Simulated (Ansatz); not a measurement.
Ansatz (a quantum-chemistry and plane-wave program) input (B3LYP/3-21G): The .json file is the Basis Set Exchange's 3-21G.

Ansatz 0.2 input:
```yaml
crystal:
  periodic: [false, false, false]
  atoms:
    - {symbol: Si, position_ang: [-0.00000000, -0.00000000, -0.10099473]}
    - {symbol: H, position_ang: [0.00000000, 0.00000000, 1.41392619]}
basis:
  gaussian:
    orbitals: 3-21G.json
hamiltonian:
  xc: {name: B3LYP}
total_charge: 1
output: {forces: true}
```

Question: Predict the final energy.

Answer: -288.17641 Eh.
